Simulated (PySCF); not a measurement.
F6S, SMILES FS(F)(F)(F)(F)F. Coordinates come from a PBE-D3(BJ)/def2-SVP optimisation.

Method: PySCF with PBE-D3(BJ)/def2-SVP.

Harmonic wavenumbers (cm⁻¹): 319, 319, 319, 471, 471, 471, 562, 562, 562, 635, 635, 717, 966, 966, 966. Rotational constants (GHz): 2.569, 2.569, 2.569; symmetry number 24.

Q: Work out the zero-point energy and the ideal-gas rigid-rotor harmonic-oscillator thermochemistry at 298.15 K and 1 atm.

A: ZPE = ½ Σ hcν = ½ × 8939 cm⁻¹ = 12.78 kcal/mol. H − E(el) = 17.03 kcal/mol. Entropy in cal/(mol K): translation 40.85, rotation 21.03, vibration 9.11, total 70.98. G − E(el) = -4.14 kcal/mol. Cp = 24.11 cal/(mol K).
